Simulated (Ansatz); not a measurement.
Consider the formal hydrolysis of the Si–S bond: `C=C[SiH](S)Cl` + H₂O → `C=C[SiH](O)Cl` + H₂S.

Computed with Ansatz on PBE0-D4/def2-TZVP structures; ΔE is electronic, products minus reactants. CCSD(T)/CBS adds triple-zeta CCSD(T) − MP2 to the extrapolated MP2 energy (def2 sets, frozen cores). This one scheme is used for every species. Functionals use def2-TZVPP. HSE06 is defined as in plane-wave codes. Each species was taken in one conformer, which may not be the lowest.

(1) Is it downhill or uphill in electronic energy at CCSD(T)/CBS, and by how much? (Estimate.)

(2) What do these levels give: BHLYP-D4, ωB97M-V, B2PLYP, r2SCAN, PBE0, r2SCANh, HSE06, MP2/def2-SVP, HF/def2-TZVPP, SCS-MP2/def2-TZVPP, CCSD/def2-TZVPP, CCSD/CBS(def2)? (Estimate.)

Largest T1 diagnostic among the species: 0.011.

Results:

(1) The calculation gave: Downhill: ΔE = -38.3 kJ/mol.

(2) Ansatz gave: BHLYP-D4 -47.4, ωB97M-V -43.4, B2PLYP -47.6, r2SCAN -42.4, PBE0 -36.4, r2SCANh -42.5, HSE06 -36.1, MP2/def2-SVP -42.4, HF/def2-TZVPP -62.6, SCS-MP2/def2-TZVPP -45.3, CCSD/def2-TZVPP -47.6, CCSD/CBS(def2) -42.0 kJ/mol.

At CCSD(T), def2-SVP lies −6.1 kJ/mol from the extrapolated value and def2-TZVPP −5.6 kJ/mol. The D4 term adds +7.4 kJ/mol with B3LYP and +4.0 kJ/mol with PBE0; it sums over pairs of atoms, weighted by their polarisabilities, and B3LYP, whose exchange is more repulsive, gets the larger term. Leaving LDA and LC-ωPBE aside and taking each functional with its dispersion term where it has one, the values, not all of them listed here, spread over 23.3 kJ/mol, from CAM-B3LYP-D4 to revPBE-D4.

B3LYP here is the variant with VWN-RPA as its local correlation; programs differ in this.
